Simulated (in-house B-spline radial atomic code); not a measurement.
**RPA and G0W0 on CAM-B3LYP: the aluminium ion Al³⁺**

Configuration [He] 2s2 2p6, mean-field start CAM-B3LYP. Computed with an all-electron radial atomic-structure program (B-spline basis): all electrons, non-relativistic, point nucleus, each spin shell either full or empty, empty states to l = 9 with an (l + 1/2)⁻⁴ tail; G0W0 by contour deformation at full frequency.

Command:
```bash
python run_gw.py task.json out
```
Settings (radii: box in bohr, nucleus in fm):
```
Z                        13
electrons                10
configuration            [He] 2s2 2p6
hamiltonian              nr
method                   camb3lyp
lmax                     9
spin_polarised           False
box_radius               14.14
intervals                48
```

Cost of the run: 0.4 s on 1 thread of Intel(R) Xeon(R) 6975P-C (shared host).

Energies (hartree):

```json
{"term": "mean-field total", "value": "-240.39419"}
{"term": "Hartree-Fock functional on these orbitals", "value": "-239.99417"}
{"term": "direct second order", "value": "-0.65967"}
{"term": "second-order exchange", "value": "0.23389"}
{"term": "SOSEX correction", "value": "0.21626"}
```

(1) What is the RPA correlation energy, and what remains with SOSEX?

Quasi-particle levels (eV):

```
level  occupied  mean field  Σx - vxc     Σc  QP weight     G0W0
   2p       yes     -110.13    -11.88      ?          ?        ?
   2s       yes     -149.45    -18.09   4.97      0.941  -162.57
   3s        no      -31.40      3.52  -0.47      0.997  -28.347
```

G0W0 = mean field + (Σx - vxc) + Σc, with Σc (partial-wave tail included) taken at the quasi-particle energy. Levels of low weight are left out.

(2) Where does G0W0 put 2p?

## Answers

(1) RPA gives -0.59002 hartree (-1.61 eV per electron); RPA + SOSEX gives -0.37375, and the second-order doubles -0.42579 hartree (no singles). RPA lacks exchange-type terms and so overcorrelates at short range.

(2) At -120.07 eV, with Σc = 1.94 eV and a quasi-particle weight of 0.963. The tabulated removal energy is 119.992 ± 0.0019 eV (NIST, measured); the calculation leaves out relativity, Breit and QED terms, and what these don't explain is the method's own error.
